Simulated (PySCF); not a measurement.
Gas-phase equilibrium of 1 mol H2S, 0.51 mol SO2 at 1600 K and 1.00 bar, among 21 species (S2O, SO2, O2, O, S2, S6, HO2, H2S2, H2O, H, H2O2, H2S, O3, SO, SH, H2, S8, S, SO3, H2SO4, OH). Only gases are allowed; each row takes one source of thermochemistry for all species, and Cantera finds the minimum.

Method: PySCF energies (xtb for GFN2) plus ideal-gas RRHO corrections (1 bar). † marks an energy on the PBE0/def2-TZVP geometry and frequencies; other levels use their own. CCSD(T) freezes the core. Open shells (unrestricted) among the columns below: S2 (multiplicity 3), SO (multiplicity 3), SH (multiplicity 2, electronic degeneracy 4); the rest are closed-shell singlets. GFN2 has no spin-polarisation term. Spin-orbit splitting is ignored; it lowers the true energy and changes the entropy of SH. B3LYP is the form with VWN-RPA correlation. CCSD(T) isn't extrapolated to the basis-set limit. The harmonic model lacks anharmonicity and excited electronic states, which grow with temperature; levels with a mode under 35 cm⁻¹ are left out. Warning, large T1 diagnostic: S2O, SO2 (CCSD(T)/def2-SVP†).

Molecules larger than those listed are left out.

Mole fractions:

```
thermochemistry    x H2O  x S2  x H2S  x SO2   x H2    x SO    x S2O    x SH
-----------------  -----  ----  -----  -----  -----  ------  -------  ------
B3LYP/def2-TZVP†    0.40  0.34  0.060  0.075  0.095   0.016   0.0016  0.0035
CCSD(T)/def2-SVP†   0.52  0.39  0.027  0.011  0.010   0.030  0.00018  0.0060
GFN2-xTB            0.25  0.25   0.16   0.16   0.16  6.5e-5    0.020  0.0066
PBE/def2-SVP        0.46  0.36  0.053  0.045  0.049   0.021   0.0028  0.0015
PBE0/def2-TZVP      0.44  0.36  0.067  0.063  0.058  0.0094   0.0018  0.0025
r2SCAN/def2-TZVP†   0.37  0.34  0.060  0.091   0.13   0.013   0.0028  0.0021
```
The most sensitive of these is SO: it spans a factor of 10^2.7 over these rows; at this temperature one factor of ten is RT ln 10 = 31 kJ/mol.
